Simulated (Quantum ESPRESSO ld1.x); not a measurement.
Values are calculated unless marked as measured or tabulated.
Q: Yb3+, configuration [Xe] 4f13. Code: ld1.x of Quantum ESPRESSO 7.5. Model: non-relativistic Kohn-Sham, LDA (Slater exchange, Perdew-Zunger correlation), spin-polarised, spherical densities, point nucleus, Perdew-Zunger self-interaction correction; open shells are filled with parallel spins first; relativity is left out, which matters for an element this heavy. Some entries of the table are withheld. Estimate them.

orbital,occ.,eigenvalue (eV),<1/r> (bohr^-1),r(max) (bohr)
1s down,1,-57240.2,69.46,0.014
1s up,1,-57240.2,69.46,0.014
2s up,1,-9331.50,16.23,0.079
2s down,1,-9331.47,16.23,0.079
2p up,3,-8959.55,16.28,0.061
2p down,3,-8959.53,16.28,0.061
3s up,1,-2125.72,6.194,0.217
3s down,1,-2125.13,6.194,0.217
3p up,3,-1943.77,6.144,0.205
3p down,3,-1943.23,6.145,0.205
3d up,5,-1608.96,6.065,0.161
3d down,5,-1608.57,6.066,0.161
4s up,1,-440.091,2.652,0.490
4s down,1,-439.170,2.652,0.490
4p up,3,-364.906,2.559,0.494
4p down,3,-363.994,2.558,0.494
4d up,5,-228.995,2.354,(1)
4d down,5,-228.099,2.353,(2)
5s up,1,-82.4303,(3),1.15
5s down,1,-82.1035,(4),1.15
5p up,3,-61.3192,0.9022,(5)
5p down,3,-61.0580,0.8996,(6)
4f up,7,-55.3877,1.857,0.471
4f down,6,-54.5240,1.852,0.471

A: 
(1) 4d up r(max) (bohr): 0.494
(2) 4d down r(max) (bohr): 0.494
(3) 5s up <1/r> (bohr^-1): 1.016
(4) 5s down <1/r> (bohr^-1): 1.014
(5) 5p up r(max) (bohr): 1.25
(6) 5p down r(max) (bohr): 1.26
